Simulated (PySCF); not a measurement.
PySCF input (TPSS/def2-TZVPD):

```python
from pyscf import gto, scf, dft

mol = gto.M(
    atom='''
    Si    0.23221123   -0.14228547    0.35668380
    F    -0.90078658   -0.95744892   -0.40825915
    F     0.39676744    1.26628240   -0.36593023
    H     1.49823902   -0.87873003    0.23656190
    H    -0.21302390    0.09122531    1.73756926
    ''',
    basis='def2-tzvpd',
    charge=0,
    spin=0,
    verbose=4,
)

mf = dft.RKS(mol, xc='tpss').density_fit(auxbasis='def2-universal-jkfit')
mf.grids.level = 3
mf.conv_tol = 1e-9
mf.max_cycle = 100
mf.max_memory = 1500
mf.kernel()
if not mf.converged:
    mf = mf.newton()
    mf.kernel(mf.make_rdm1())
mf.analyze()
```

End of the output:

```
Extra cycle  E= -490.644538088897  delta_E= 1.15e-10  |g|= 3.24e-05  |ddm|= 2.06e-05
converged SCF energy = -490.644538088897
**** SCF Summaries ****
Total Energy =                        -490.644538088896638
Nuclear Repulsion Energy =             118.390780616371416
One-electron Energy =                 -916.978110397809019
Two-electron Energy =                  307.942791692540936
Two-electron Coulomb Energy =          350.688858811991281
DFT Exchange-Correlation Energy =      -42.746067119450345
HOMO-LUMO gap [eV] =                     8.121555264822836
**** MO energy ****
MO #1   energy= -65.740772497157   occ= 2
MO #2   energy= -24.4210131420325  occ= 2
MO #3   energy= -24.4209983100826  occ= 2
MO #4   energy= -5.17153296432741  occ= 2
MO #5   energy= -3.54809132241005  occ= 2
MO #6   energy= -3.54612981533703  occ= 2
MO #7   energy= -3.54301899910894  occ= 2
MO #8   energy= -1.13859601334818  occ= 2
MO #9   energy= -1.12205086020757  occ= 2
MO #10  energy= -0.532995593247982 occ= 2
MO #11  energy= -0.451832020860051 occ= 2
MO #12  energy= -0.434935295275949 occ= 2
MO #13  energy= -0.429142532037589 occ= 2
MO #14  energy= -0.389805035256352 occ= 2
MO #15  energy= -0.37965419347829  occ= 2
MO #16  energy= -0.379535749665798 occ= 2
MO #17  energy= -0.319497645150108 occ= 2
MO #18  energy= -0.0210359916770504 occ= 0
MO #19  energy= -0.0164720961560285 occ= 0
MO #20  energy= 0.0140879515306484 occ= 0
MO #21  energy= 0.0376133920186497 occ= 0
MO #22  energy= 0.0624484237665351 occ= 0
MO #23  energy= 0.0672306578058316 occ= 0
MO #24  energy= 0.076774637860666  occ= 0
MO #25  energy= 0.0907466481799268 occ= 0
MO #26  energy= 0.0983514838743652 occ= 0
MO #27  energy= 0.118455560165954  occ= 0
MO #28  energy= 0.126225214803866  occ= 0
MO #29  energy= 0.141555921914682  occ= 0
MO #30  energy= 0.155733363366774  occ= 0
MO #31  energy= 0.162954668335657  occ= 0
MO #32  energy= 0.170146651371409  occ= 0
MO #33  energy= 0.174124498168605  occ= 0
MO #34  energy= 0.193109638711758  occ= 0
MO #35  energy= 0.232467798281572  occ= 0
MO #36  energy= 0.252617002229387  occ= 0
MO #37  energy= 0.254647439669605  occ= 0
MO #38  energy= 0.25634579644739   occ= 0
MO #39  energy= 0.260449379546508  occ= 0
MO #40  energy= 0.290218057650531  occ= 0
MO #41  energy= 0.314589687605103  occ= 0
MO #42  energy= 0.34816543582782   occ= 0
MO #43  energy= 0.348769188778845  occ= 0
MO #44  energy= 0.355058016675502  occ= 0
MO #45  energy= 0.405264659896478  occ= 0
MO #46  energy= 0.418815075517355  occ= 0
MO #47  energy= 0.423313720367598  occ= 0
MO #48  energy= 0.439549469230923  occ= 0
MO #49  energy= 0.493635438782235  occ= 0
MO #50  energy= 0.498930249380781  occ= 0
MO #51  energy= 0.51218670341309   occ= 0
MO #52  energy= 0.552905325447719  occ= 0
MO #53  energy= 0.584222275839072  occ= 0
MO #54  energy= 0.592903093552126  occ= 0
MO #55  energy= 0.598781058392259  occ= 0
MO #56  energy= 0.605586291358206  occ= 0
MO #57  energy= 0.624628363063908  occ= 0
MO #58  energy= 0.649435324822529  occ= 0
MO #59  energy= 0.683707109418895  occ= 0
MO #60  energy= 0.708740318741505  occ= 0
MO #61  energy= 0.752346339064764  occ= 0
MO #62  energy= 0.759914459781745  occ= 0
MO #63  energy= 0.883563153457124  occ= 0
MO #64  energy= 0.890747340525554  occ= 0
MO #65  energy= 0.926854930418603  occ= 0
MO #66  energy= 0.9293742463364    occ= 0
MO #67  energy= 0.957011968211953  occ= 0
MO #68  energy= 1.03838004969194   occ= 0
MO #69  energy= 1.04071486209554   occ= 0
MO #70  energy= 1.05351991515688   occ= 0
MO #71  energy= 1.06749374696933   occ= 0
MO #72  energy= 1.0732947983779    occ= 0
MO #73  energy= 1.09811628778045   occ= 0
MO #74  energy= 1.13591158302036   occ= 0
MO #75  energy= 1.14377000642768   occ= 0
MO #76  energy= 1.24290421856505   occ= 0
MO #77  energy= 1.33849610747819   occ= 0
MO #78  energy= 1.3520502702528    occ= 0
MO #79  energy= 1.37466071390818   occ= 0
MO #80  energy= 1.38790387734466   occ= 0
MO #81  energy= 1.42570951652171   occ= 0
MO #82  energy= 1.5042366307711    occ= 0
MO #83  energy= 1.50970704797066   occ= 0
MO #84  energy= 1.56274571418577   occ= 0
MO #85  energy= 1.74050365868973   occ= 0
MO #86  energy= 1.91406823448359   occ= 0
MO #87  energy= 2.01435142729216   occ= 0
MO #88  energy= 2.03849249304749   occ= 0
MO #89  energy= 2.03916051408055   occ= 0
MO #90  energy= 2.21171667644443   occ= 0
MO #91  energy= 2.22762160404248   occ= 0
MO #92  energy= 2.26130390514937   occ= 0
MO #93  energy= 2.2788776575374    occ= 0
MO #94  energy= 2.33146573275713   occ= 0
MO #95  energy= 2.39945014861312   occ= 0
MO #96  energy= 2.4344040839323    occ= 0
MO #97  energy= 2.49224313272818   occ= 0
MO #98  energy= 2.58147173936477   occ= 0
MO #99  energy= 2.64527357796534   occ= 0
MO #100 energy= 2.67162668576548   occ= 0
MO #101 energy= 2.80521269869385   occ= 0
MO #102 energy= 2.96004232447125   occ= 0
MO #103 energy= 3.07258325708091   occ= 0
MO #104 energy= 3.34339183971987   occ= 0
MO #105 energy= 3.36281116577946   occ= 0
MO #106 energy= 3.36523442526112   occ= 0
MO #107 energy= 3.36795226393686   occ= 0
[...]
```
